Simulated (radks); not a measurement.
The carbon anion C4-, [Ne], held by a Watson sphere: a shell of charge +4 at radius R that stands for the Madelung well of a crystal (potential energy -4/R inside, -4/r outside, in hartree with lengths in bohr). Calculated with a radial shooting solver on a logarithmic mesh with Libxc functionals: scalar-relativistic Kohn-Sham, PBE, spin-unpolarised, spherical densities, finite nucleus; Fermi nuclear charge, rms radius of each element as measured or else 0.836 A^(1/3) + 0.57 fm. Response by self-consistent Sternheimer equations with the Hartree and adiabatic LDA kernel, the relativistic mass of each level held fixed and spin-orbit coupling left out. The sphere does not respond.

R (bohr),e(1s) (eV),e(2s) (eV),e(2p) (eV),<r> 2p (bohr),sum of <r^2> (bohr^2),X-ray form factor at sin(theta)/lambda = 0.1 1/angstrom,alpha (bohr^3)
1.77,-265.12,-17.254,-8.416,1.843,31.70,8.022,18.79
1.8,-265.21,-17.089,-8.310,1.861,32.27,7.992,19.49
1.86,-265.40,-16.764,-8.101,1.896,33.42,7.933,20.96
1.91,-265.57,-16.499,-7.932,1.925,34.39,7.884,22.24
2.86,-268.02,-12.689,-5.440,2.472,54.98,6.989,63.83
